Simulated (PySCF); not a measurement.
## Electronic absorption of C4H7ClO2

C4H7ClO2.
SMILES: `CO[C@@H](C(Cl)=O)C`

Method: PySCF 2.14.0, density-fitted response routines, TDDFT B3LYP/def2-SVPD, vertical, gas phase, core orbitals frozen in the response. Geometry: GFN2-xTB, one conformer, isolated molecule. Torsions of this conformer, `[CH3:1][O:2][C@H:3]([CH3:4])[C:5](=[O:6])[Cl:7]`: C1–O2–C3–C4 -170°, O2–C3–C5–O6 11°.

Question: What does the calculation give for the low-lying excited states?

Answer: 

```csv
state,E (eV),λ (nm),ν̃ (cm⁻¹),f,"main configurations (H = HOMO, L = LUMO)"
S1,4.87,254.5,39290,0.0009,"H→L (80%), H-1→L (18%)"
S2,5.61,220.8,45280,0.0027,"H-1→L (80%), H→L (18%)"
S3,6.24,198.8,50310,0.0042,H-2→L (95%)
S4,6.67,186.0,53770,0.0043,"H-3→L (76%), H→L+2 (9%)"
S5,7.06,175.6,56930,0.0092,H-4→L (86%)
S6,7.13,173.9,57500,0.017,"H→L+1 (54%), H→L+2 (38%)"
S7,7.44,166.6,60040,0.161,"H→L+2 (41%), H→L+1 (37%), H-3→L (9%)"
S8,7.81,158.8,62970,0.012,H→L+3 (94%)
```

Triplets, Tamm–Dancoff:

```
state  E (eV)  λ (nm)  main configurations (H = HOMO, L = LUMO)
   T1    4.41   280.9                    H→L (69%), H-1→L (28%)
   T2    5.39   230.1                    H-1→L (67%), H→L (28%)
   T3    5.73   216.3                               H-3→L (81%)
```

The lowest singlet lies at 4.87 eV (255 nm, ultraviolet) and is very weak; its leading configuration is HOMO→LUMO (80%). The strongest level in the table is S7 at 7.44 eV (167 nm, f = 0.161). Löwdin shares by element: HOMO oxygen 55%, chlorine 9%, carbon 9% or more (atoms not listed hold the other 27%); LUMO carbon 46% or more, oxygen 32% or more, chlorine 11%. Orbital energies (eV): HOMO-3 -9.27, HOMO-2 -9.02, HOMO-1 -8.63, HOMO -7.81, LUMO -1.57, LUMO+1 0.25, LUMO+2 0.31. Of the 8 states listed, 3 reach f = 0.01 and none stays under 0.0005. The listed states span 2.94 eV, and the widest gap between neighbours is 0.74 eV (S1 to S2). No computed singlet lies in the visible range (380 to 750 nm); the lowest, at 255 nm, stands 1.61 eV above its violet end (3.26 eV). The window holds the lowest 8 singlets.
